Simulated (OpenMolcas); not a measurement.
## Cd: input and output

Input:

```
&GATEWAY
Coord
1

Cd 0.0 0.0 0.0
Basis=ANO-RCC
Group=XYZ
NoMove
AngMom=0.0 0.0 0.0
AMFI
&SEWARD
&RASSCF
FileOrb=start.orb
Symmetry=1
Spin=3
nActEl=2 0 0
Inactive=14 9
Ras2=1 3
CIRoot=3 3 1
SDav=3
CIMx=300
Iter=120 100
PrWF=0.3
OrbListing=Nothing
MaxOrb=0
Atom
>>> COPY $Project.JobIph JOBPRE
&RASSCF
FileOrb=start.orb
Symmetry=1
Spin=3
nActEl=2 0 0
Inactive=14 9
Ras2=2 6
CIRoot=3 3 1
SDav=16
CIMx=300
Iter=120 100
PrWF=0.3
OrbListing=Nothing
MaxOrb=0
Atom
>>> COPY $Project.JobIph JOB001
&RASSCF
FileOrb=start.orb
Symmetry=1
Spin=1
nActEl=2 0 0
Inactive=14 9
Ras2=2 6
CIRoot=1 1 1
SDav=24
CIMx=300
Iter=120 100
PrWF=0.3
OrbListing=Nothing
MaxOrb=0
Atom
>>> COPY $Project.JobIph JOB002
&RASSCF
FileOrb=start.orb
Symmetry=2
Spin=3
nActEl=2 0 0
Inactive=14 9
Ras2=2 6
CIRoot=3 3 1
SDav=12
CIMx=300
Iter=120 100
PrWF=0.3
OrbListing=Nothing
MaxOrb=0
Atom
>>> COPY $Project.JobIph JOB003
&RASSCF
FileOrb=start.orb
Symmetry=2
Spin=1
nActEl=2 0 0
Inactive=14 9
Ras2=2 6
CIRoot=3 3 1
SDav=12
CIMx=300
Iter=120 100
PrWF=0.3
OrbListing=Nothing
MaxOrb=0
Atom
>>> COPY $Project.JobIph JOB004
&RASSI
NrOfJobIphs=4 3 1 3 3
1 2 3
1
1 2 3
1 2 3
IphNames
JOB001
JOB002
JOB003
JOB004
EJob
SpinOrbit
DIPRint=1.0
SOCoupling=1000.0
Subsets=2
MEES
Property=10
'ANGMOM' 1 'ANGMOM' 2 'ANGMOM' 3 'MLTPL  1' 1 'MLTPL  1' 2 'MLTPL  1' 3
'AMFI' 1 'AMFI' 2 'AMFI' 3 'MLTPL  2' 6
SOProperty=3
'ANGMOM' 1 'ANGMOM' 2 'ANGMOM' 3
```

A driver script runs the steps one by one and writes start.orb anew before each from the orbitals found so far.

Output, cut to the results:

```
--- SEWARD ---
Basis set label: CD.ANO-RCC.........

      Electronic valence basis set:
      ------------------
      Associated Effective Charge  48.000000 au
      Associated Actual Charge     48.000000 au
      Nuclear Model: Point charge

      Shell  nPrim  nBasis  Cartesian Spherical Contaminant
         s      21      10        X
         p      19       8        X
         d      13       8                 X
         f       6       5                 X
         g       4       4                 X
         h       2       2                 X
                  Relativistic Douglas-Kroll-Hess integrals:
                    - DKH order of Hamiltonian: 2
                    - DKH order of Properties : 0
                  Atomic mean-field integrals
--- RASSCF ---
Wave function specifications:
      -----------------------------

      Number of closed shell electrons          46
      Number of electrons in active shells       2
      Max number of holes in RAS1 space          0
      Max nr of electrons in RAS3 space          0
      Number of inactive orbitals               23
      Number of active orbitals                  8
      Number of secondary orbitals             136
      Spin quantum number                      1.0
      State symmetry                             1
Orbital specifications:
      -----------------------

      Symmetry species                           1   2
                                                ag  au
      Frozen orbitals                            0   0
      Inactive orbitals                         14   9
      Active orbitals                            2   6
      RAS1 orbitals                              0   0
      RAS2 orbitals                              2   6
      RAS3 orbitals                              0   0
      Secondary orbitals                        70  66
      Deleted orbitals                           0   0
      Number of basis functions                 86  81
      Number of CSFs                            16
      Number of root(s) required                 3
      Iter CI   SX   CI       RASSCF       Energy    max ROT     max BLB   max BLB  Level Ln srch  Step   QN
          iter iter root      energy       change     param      element    value   shift minimum  type update
 Nr of preliminary CI iterations:   1
 ###############################################################################
 ###############################################################################
 ###                                                                         ###
 ###                                                                         ###
 ###    WARNING: Problems in orbital optimization.                           ###
 ###                                                                         ###
 ###                                                                         ###
 ###############################################################################
 ###############################################################################
  Warning: In symmetry  1, orbital p=  15 has diagonal density matrix element D(p,p) close to zero. D(p,p)=  7.461600E-26
  Warning: In symmetry  1, orbital p=  16 has diagonal density matrix element D(p,p) close to zero. D(p,p)=  7.461600E-26
        ...
 ###############################################################################
  Warning: In symmetry  1, orbital p=  15 has diagonal density matrix element D(p,p) close to zero. D(p,p)=  1.828696E-25
  Warning: In symmetry  1, orbital p=  16 has diagonal density matrix element D(p,p) close to zero. D(p,p)=  1.828696E-25
        4   1    2    0  -589.99711907   -4.55E-12   3.90E-07   10  42 1  5.05E-07   0.50   0.00    SX    NO
      Convergence after  4 iterations
        5   1    2    0  -589.99711907    1.09E-11   3.90E-07   10  47 1 -4.43E-07   0.50   0.00    SX    NO
      Natural orbitals and occupation numbers for root  1
      sym 1:   0.000000   0.000000
      sym 2:   0.998023   0.998023   0.000000  -0.000000   0.001977   0.001977
      Natural orbitals and occupation numbers for root  2
      sym 1:   0.000000   0.000000
      sym 2:   0.000000   0.998023   0.998023   0.001977   0.001977  -0.000000
      Natural orbitals and occupation numbers for root  3
      sym 1:   0.000000   0.000000
      sym 2:   0.998023   0.000000   0.998023   0.001977   0.000000   0.001977
::    RASSCF root number  1 Total energy:  -5589.99711907
...
--- RASSI ---
SPIN-FREE ENERGIES:
  (Shifted by EMIN (a.u.) =      -5590.3126369940)

 SF State       Relative EMIN(au)   Rel lowest level(eV)    D:o, cm**(-1)      L_eff

     4             0.0000000000        0.0000000000              0.0000         0.0
     5             0.1239361542        3.3724745612          27200.8418         1.0
     6             0.1239361542        3.3724745612          27200.8418         1.0
     7             0.1239361542        3.3724745612          27200.8418         1.0
     8             0.2077056859        5.6519596450          45586.1288         1.0
     9             0.2077056859        5.6519596450          45586.1288         1.0
    10             0.2077056859        5.6519596450          45586.1288         1.0
     2             0.3155179261        8.5856801544          69248.1805         1.0
     3             0.3155179261        8.5856801544          69248.1805         1.0
     1             0.3155179261        8.5856801544          69248.1805         1.0
     Dipole printing threshold changed to   1.00000000E+00

++ Dipole transition strengths (spin-free states):
   -----------------------------------------------
     for osc. strength at least  1.00000000E+00

  ( Max oscillator strength is only   0.68129897489374913      )
--
Eigenvalues of complex Hamiltonian:
   -----------------------------------
  (Shifted by EMIN (a.u.) =      -5590.3126369940)

 SO State       Relative EMIN(au)   Rel lowest level(eV)    D:o, cm**(-1)     J-value

     1            -0.0000095037        0.0000000000              0.0000         0.0
     2             0.1196960736        3.2573547002          26272.3375         0.0
     3             0.1217717582        3.3138369561          26727.8976         1.0
     4             0.1217717582        3.3138369560          26727.8976         0.6
     5             0.1217717582        3.3138369560          26727.8976         0.6
...
```

The J values that RASSI prints are effective ones from its own formula and need not be integers or half-integers; the table below assigns J from the states.

Levels above the lowest, from the spin-orbit matrix, grouped by J:

| Configuration | Term | J | E (cm-1) | Measured (cm-1) | g | Term weight % |
| --- | --- | --- | --- | --- | --- | --- |
| 5s2 | 1S | 0 | 0.0 | 0.0 |  | 100 |
| 5s 5p | 3P* | 0 | 26272 | 30114 |  | 100 |
| 5s 5p | 3P* | 1 | 26728 | 30656 | 1.501 | 100 |
| 5s 5p | 3P* | 2 | 27668 | 31827 | 1.501 | 100 |
| 5s 5p | 1P* | 1 | 45598 | 43692 | 1.000 | 100 |

Against the 4 measured excited levels shown (NIST Handbook of Basic Atomic Spectroscopic Data) the mean absolute deviation is 3500 cm-1; the largest miss in energy is 5s 5p 3P* 2: computed 27668, measured 31827 cm-1 (-13.1 %).

Without dynamic correlation excited terms often stand tens of per cent too high (terms of higher spin than the ground term too low), and those without a measured partner can miss by more than the paired ones. Active for correlation alone: 6p 6s; no level in the range computed is led by a configuration that fills them, so any true level of that kind is missing. Measured partners are found by configuration, term and J. A level has none where our copy of the source lacks it or the pairing is in doubt (some pairs that miss far off the trend of their configuration count as doubtful), and it then counts in no deviation. Only configurations of the active space appear. The first state left out of the spin-orbit step lies near 74000 cm-1 above the lowest spin-free state of the reference (among the parities and spins computed), and the list stops at four fifths of that energy or lower.

The term weight is that of the spin-free term in the level, not the purity of its configuration. * marks odd parity.
